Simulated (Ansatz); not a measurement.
Input file for Ansatz (a program for electronic structure): U-CCSD(T)/cc-pVDZ on H6 ring, a point of a bond scan (R = 1.500 Å).

Ansatz 0.2 input:
```yaml
crystal:
  periodic: [false, false, false]
  atoms:
    - {symbol: H, position_ang: [1.50000000, 0.00000000, 0.00000000]}
    - {symbol: H, position_ang: [0.75000000, 1.29903811, 0.00000000]}
    - {symbol: H, position_ang: [-0.75000000, 1.29903811, 0.00000000]}
    - {symbol: H, position_ang: [-1.50000000, 0.00000000, 0.00000000]}
    - {symbol: H, position_ang: [-0.75000000, -1.29903811, 0.00000000]}
    - {symbol: H, position_ang: [0.75000000, -1.29903811, 0.00000000]}
basis:
  gaussian:
    orbitals: cc-pVDZ
correlation: {method: ccsd_t, electrons: outside_noble_gas}
scf: {omitted_lower_state_checks: [cluster_reference]}
magnetization: {spin_polarized: true, initial_magnetization: 0}
```

Output:

```
WARN ansatz: RAYON_NUM_THREADS=2 ignored (pool sized by the plan → 2); use --threads N
Functional definition: HF
these checks for a lower state are left out or cut short: cluster_reference
integrals: 0.01 GiB planned
271 factors; integrals over basis functions are off by at most 1.2e-3 eV
mean field: 0.05 GiB planned
mean field evaluation 1: about -83.0076 eV, gradient 2.9e0 eV
mean field evaluation 2: about -83.0067 eV, gradient 2.9e0 eV
mean field evaluation 4: about -83.0799 eV, gradient 1.6e-2 eV
mean field evaluation 8: about -83.0799 eV, gradient 3.2e-6 eV
mean field evaluation 16: about -84.2259 eV, gradient 1.1e-5 eV
mean field evaluation 32: about -84.2266 eV, gradient 1.5e-3 eV
mean field evaluation 64: about -84.2026 eV, gradient 8.8e-1 eV
mean field -84.22588682 eV, -3.0952442501 hartree, gradient 1.3e-6 eV, S^2 1.342157; 7 other end points of the search recorded, 0 dependent functions left out
reference -84.22588682 eV, -3.0952442501 hartree; 3, 3 occupied and 27, 27 virtual orbitals, 271 factors
second order -1.21539299 eV of doubles, -0.00000000 eV of singles
coupled cluster: 0.06 GiB planned
cycle   1  -1.56550664 eV  change   -3.5e-1 eV  update   8.5e-2
cycle   2  -2.18337749 eV  change   -6.2e-1 eV  update   7.0e-2
cycle   3  -2.63803395 eV  change   -4.5e-1 eV  update   4.4e-2
cycle   4  -2.77866925 eV  change   -1.4e-1 eV  update   1.8e-2
cycle   5  -2.84348525 eV  change   -6.5e-2 eV  update   9.8e-3
cycle   6  -2.85240142 eV  change   -8.9e-3 eV  update   4.7e-3
cycle   7  -2.86595153 eV  change   -1.4e-2 eV  update   1.9e-3
cycle   8  -2.86608462 eV  change   -1.3e-4 eV  update   6.2e-4
cycle   9  -2.86445877 eV  change    1.6e-3 eV  update   2.7e-4
cycle  10  -2.86480138 eV  change   -3.4e-4 eV  update   1.3e-4
cycle  11  -2.86470345 eV  change    9.8e-5 eV  update   5.4e-5
cycle  12  -2.86466240 eV  change    4.1e-5 eV  update   9.0e-6
cycle  13  -2.86464842 eV  change    1.4e-5 eV  update   2.1e-6
cycle  14  -2.86464768 eV  change    7.4e-7 eV  update   4.1e-7
coupled cluster: 0.06 GiB planned
perturbative correction -0.14601244 eV, -0.0053658582 hartree
WARN: the results are in doubt because among natural orbitals full CI differs from the method by -0.303 eV
Total energy: -87.23654693 eV, -3.2058839687 hartree
In doubt: among natural orbitals full CI differs from the method by -0.303 eV
Checks for a lower state left out: cluster_reference
```

Self-consistency was reached. Its determinant has ⟨S²⟩ = 1.34, a mixture of spin states.

Warnings raised: large difference.

Cost: roughly 1.4 core-seconds.
